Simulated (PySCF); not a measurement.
triplet methylene (CH$_{2}$), triplet, geometry from GFN2-xTB; SVWN5/def2-SV(P) (PySCF).

The PySCF input:
```python
from pyscf import gto, scf, dft

mol = gto.Mole()
mol.atom = '''
    C     0.003869    0.000665    0.101501
    H     0.000461    0.979088   -0.311393
    H    -0.023676   -0.983080   -0.297611
'''
mol.basis = 'def2-sv(p)'
mol.charge = 0
mol.spin = 2
mol.verbose = 4
mol.build()

mf = dft.UKS(mol)
mf.xc = 'lda,vwn'
mf.kernel()
```

What does PySCF print? Leave out banner, timings and long lists.


```
PySCF version 2.14.0

[INPUT] verbose = 4
[INPUT] num. atoms = 3
[INPUT] num. electrons = 8
[INPUT] charge = 0
[INPUT] spin (= nelec alpha-beta = 2S) = 2
[INPUT] symmetry False subgroup None
[INPUT] Mole.unit = angstrom
[INPUT] Symbol           X                Y                Z      unit          X                Y                Z       unit  Magmom
[INPUT]  1 C      0.003869000000   0.000665000000   0.101501000000 AA    0.007311350376   0.001256667873   0.191809091369 Bohr   0.0
[INPUT]  2 H      0.000461000000   0.979088000000  -0.311393000000 AA    0.000871163743   1.850208171848  -0.588447487107 Bohr   0.0
[INPUT]  3 H     -0.023676000000  -0.983080000000  -0.297611000000 AA   -0.044741155725  -1.857751958537  -0.562403281658 Bohr   0.0

nuclear repulsion = 6.24917258826224
number of shells = 10
number of NR pGTOs = 32
number of NR cGTOs = 18
basis = def2-sv(p)
ecp = {}

******** <class 'pyscf.dft.uks.UKS'> ********
method = UKS
initial guess = minao
damping factor = 0
level_shift factor = 0
DIIS = <class 'pyscf.scf.diis.CDIIS'>
diis_start_cycle = 1
diis_space = 8
diis_damp = 0
SCF conv_tol = 1e-09
SCF conv_tol_grad = None
SCF max_cycles = 50
direct_scf = True
direct_scf_tol = 1e-13
number electrons alpha = 5  beta = 3
XC library pyscf.dft.libxc version 7.1.2
    S. Lehtola, C. Steigemann, M. J. T. Oliveira, and M. A. L. Marques,  SoftwareX 7, 1–5 (2018)
XC functionals = lda,vwn
    P. A. M. Dirac,  Math. Proc. Cambridge Philos. Soc. 26, 376 (1930)
    F. Bloch,  Z. Phys. 57, 545 (1929)
    S. H. Vosko, L. Wilk, and M. Nusair,  Can. J. Phys. 58, 1200 (1980)
radial grids:
    Treutler-Ahlrichs [JCP 102, 346 (1995); DOI:10.1063/1.469408] (M4) radial grids

becke partition: Becke, JCP 88, 2547 (1988); DOI:10.1063/1.454033
pruning grids: <function nwchem_prune>
grids dens level: 3
symmetrized grids: False
atomic radii adjust function: <function treutler_atomic_radii_adjust>
small_rho_cutoff = 0
Set gradient conv threshold to 3.16228e-05
tot grids = 33736
init E= -38.6132562812998

cycle= 1 E= -38.7038500120428  delta_E= -0.0906  |g|= 0.0845  |ddm|= 1.12
cycle= 2 E= -38.7062511709101  delta_E= -0.0024  |g|= 0.0753  |ddm|= 0.187
cycle= 3 E= -38.7096828034999  delta_E= -0.00343  |g|= 0.0114  |ddm|= 0.0995
cycle= 4 E= -38.7097746047472  delta_E= -9.18e-05  |g|= 0.000639  |ddm|= 0.0141
cycle= 5 E= -38.7097750815308  delta_E= -4.77e-07  |g|= 0.000111  |ddm|= 0.00135
cycle= 6 E= -38.7097750890181  delta_E= -7.49e-09  |g|= 3.34e-05  |ddm|= 0.000169
cycle= 7 E= -38.7097750897685  delta_E= -7.5e-10  |g|= 3.82e-06  |ddm|= 3.96e-05
Extra cycle  E= -38.7097750897754  delta_E= -6.94e-12  |g|= 1.92e-06  |ddm|= 7.49e-06
converged SCF energy = -38.7097750897754  <S^2> = 2.0046939  2S+1 = 3.0031276
```
